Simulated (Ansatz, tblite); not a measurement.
Cost and result up the ladder for B9 (9 atoms). Total charge 0; doublet. Geometry: PBE-D4/def2-SVP.

```xyz
9

B    -0.143   -1.860    0.958
B     0.637   -0.826   -1.650
B     0.348   -1.832   -0.504
B     0.136    1.836   -0.931
B     0.560    0.699   -1.863
B    -0.633    0.797    1.647
B    -0.568   -0.724    1.893
B     0.020    0.070   -0.080
B    -0.357    1.840    0.530
```

Ansatz on 4 threads of Arm Neoverse V2 on a shared host; xTB runs through tblite on one thread. Times are rough, summed over both states, and most runs start from the orbitals of an earlier one. PBE0-D4/def2-TZVP serves as the yardstick here, not as an exact answer. The other state is a triplet.

The xTB rows come from tblite. The structure comes from a short search, and lower isomers may exist.

Raw xTB energies of ions are shifted by several eV, and xTB has no spin-polarisation term.

```tsv
level	functions	wall time
GFN1-xTB	36	0.009 s
GFN2-xTB	36	0.013 s
PBE-D4/def2-TZVP	279	14 s
r2SCAN-D4/def2-TZVP	279	30 s
PBE0-D4/def2-TZVP	279	34 s
```

(1) Estimate what each level gives for the vertical IE (eV).

Answers

(1) 
```csv
level,vertical IE (eV),difference from PBE0-D4/def2-TZVP (eV)
GFN1-xTB,12.63,4.43
GFN2-xTB,10.45,2.26
PBE-D4/def2-TZVP,8.30,0.10
r2SCAN-D4/def2-TZVP,8.20,0.00
PBE0-D4/def2-TZVP,8.20,0.00
```
